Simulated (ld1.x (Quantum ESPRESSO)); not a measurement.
## Scattering properties, PAW potential for Cu

Cu (Z = 29), PAW, made with ld1.x (Quantum ESPRESSO) 7.5 (PBE, scalar-relativistic). Core [Ar], reference 3d9 4s0 4p0 (charge +2). Waves: 4s (bound, empty): rcut 2.05, rcutus 2.20 bohr; 4s channel at -1.3 Ry: rcut 2.05, rcutus 2.20 bohr; 4p (bound, empty): rcut 1.80, rcutus 2.20 bohr; 4p channel at -0.4 Ry: rcut 1.80, rcutus 2.20 bohr; 3d (bound): rcut 1.55, rcutus 1.75 bohr; 3d channel at -0.5 Ry: rcut 1.55, rcutus 1.75 bohr. Local part: all-electron potential smoothed inside 1.35 bohr (lloc = -1). Core correction: Bessel-smoothed model core inside 1.50 bohr. Augmentation charge: BESSEL, radius 1.75 bohr.

The phase is arctan(r·u′/u) with u = r·R(r), unwrapped; energies in Ry, scanned from -4 to 5 Ry. A pole is an energy at which the radial function vanishes at the test radius. The pseudo phase is shifted by a multiple of π to meet the all-electron one at the reference energy, and phase errors are pseudo minus all-electron; the curves can meet again beyond the range given. Levels narrower than the energy grid can be missing from the lists of poles.

```tsv
channel	radius (bohr)	reference energy (Ry)	poles, all-electron	poles, pseudo	unbroken range about the reference energy with phases within 0.05 rad	phase error 1 Ry above the reference energy (rad)
s	2.40	-1.64	0.16	0.17	below -0.6	-0.003
p	2.40	-1.13	1.33	1.32	below 3.5	-0.000
d	2.40	-2.18	-2.08, 3.39	-2.08, 3.27	the whole range	-0.000
```

Phases in the p channel:

```json
{"E (Ry)": "-4.00", "all-electron": "1.295", "pseudo": "1.294"}
{"E (Ry)": "-3.52", "all-electron": "1.261", "pseudo": "1.260"}
{"E (Ry)": "-3.04", "all-electron": "1.212", "pseudo": "1.212"}
{"E (Ry)": "-2.56", "all-electron": "1.137", "pseudo": "1.136"}
{"E (Ry)": "-2.08", "all-electron": "1.001", "pseudo": "1.001"}
{"E (Ry)": "-1.60", "all-electron": "0.701", "pseudo": "0.701"}
{"E (Ry)": "-1.12", "all-electron": "-0.062", "pseudo": "-0.062"}
{"E (Ry)": "-0.64", "all-electron": "-0.910", "pseudo": "-0.910"}
{"E (Ry)": "-0.16", "all-electron": "-1.262", "pseudo": "-1.262"}
{"E (Ry)": "0.32", "all-electron": "-1.417", "pseudo": "-1.417"}
{"E (Ry)": "0.80", "all-electron": "-1.506", "pseudo": "-1.506"}
{"E (Ry)": "1.28", "all-electron": "-1.565", "pseudo": "-1.567"}
{"E (Ry)": "1.76", "all-electron": "-1.613", "pseudo": "-1.615"}
{"E (Ry)": "2.24", "all-electron": "-1.655", "pseudo": "-1.660"}
{"E (Ry)": "2.72", "all-electron": "-1.697", "pseudo": "-1.709"}
{"E (Ry)": "3.20", "all-electron": "-1.745", "pseudo": "-1.774"}
{"E (Ry)": "3.68", "all-electron": "-1.806", "pseudo": "-1.885"}
{"E (Ry)": "4.16", "all-electron": "-1.897", "pseudo": "-2.202"}
{"E (Ry)": "4.64", "all-electron": "-2.058", "pseudo": "-3.773"}
```
